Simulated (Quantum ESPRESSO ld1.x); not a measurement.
Problem. Er XVII, configuration [Kr] 4d10 4f6. Method: scalar-relativistic Kohn-Sham, revPBE, spin-unpolarised, spherical densities, point nucleus; computed with ld1.x of Quantum ESPRESSO 7.5. Some entries of the table are withheld. Estimate them.

orbital,occ.,eigenvalue (hartree),r(max) (bohr),<r^2> (bohr^2)
1s,2,-2122.29,0.013,0.0005677
2s,2,-367.854,0.073,0.008833
2p,6,-326.876,0.060,0.007188
3s,2,-93.0124,(1),0.05794
3p,6,-80.5478,0.204,0.05832
3d,10,-64.9683,0.166,0.04864
4s,2,-28.7989,0.470,(2)
4p,6,-24.6114,0.489,0.3128
4d,10,(3),0.501,0.3524
4f,6,-12.7095,0.470,0.4048

Solution. 
(1) 3s r(max) (bohr): 0.208
(2) 4s <r^2> (bohr^2): 0.2810
(3) 4d eigenvalue (hartree): -18.9947
